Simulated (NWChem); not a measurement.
Molecule: C3H4ClFSi; SMILES FC1=CC[Si@@H]1Cl

```xyz
10

F     -1.5413     1.9826    -0.0433
C     -0.4084     1.2751    -0.0184
C      0.8158     1.6677    -0.4211
C      1.7464     0.4747    -0.1922
Si     0.2239    -0.3651     0.5954
Cl    -0.4845    -2.1159    -0.2793
H      1.1109     2.6404    -0.8141
H      2.1174     0.0185    -1.1159
H      2.5978     0.6848     0.4650
H      0.2248    -0.6097     2.0585
```
Atoms are numbered in this order, from 1.

Computed with NWChem. Geometry: optimised at B3LYP/6-31G* (spherical d). Total energies of different functionals are on different scales.

| level | energy (Ha) | highest occupied level (eV) | orbital gap (eV) | dipole (D) |
|---|---|---|---|---|
| PBE/def2-TZVP | -965.7989 | -6.60 | 5.02 | 2.03 |
| B3LYP/def2-TZVP | -966.4160 | -7.56 | 6.74 | 2.13 |
| LDA (Slater exchange, VWN5)/def2-TZVP | -962.0478 | -6.78 | 4.93 | 2.12 |
| BLYP/def2-TZVP | -966.3139 | -6.44 | 5.01 | 2.01 |
| CAM-B3LYP/def2-TZVP | -966.3101 | -9.11 | 9.65 | 2.20 |
| PBE0/def2-TZVP | -965.8743 | -7.80 | 7.19 | 2.16 |
